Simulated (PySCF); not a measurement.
# Excitation energy of Li by level of theory

Li [He] 2s1 (2S) → Li [He] 2p1 (2P), as a difference of total energies. Calculation: PySCF 2.14, in aug-cc-pVTZ; no relativity, point nucleus. The calculations carry no spin-orbit coupling.

```csv
method,excitation energy (eV),error (eV)
UHF,1.842,-0.006
LDA,1.601,-0.247
PBE,1.558,-0.290
PBE0,1.642,-0.206
r2SCAN,1.609,-0.239
B3LYP,1.603,-0.245
CAM-B3LYP,1.736,-0.112
PW91,1.570,-0.278
r2SCAN0,1.683,-0.165
```

Reference: 1.848 eV (measured; NIST levels, between the centres of gravity of the two terms).
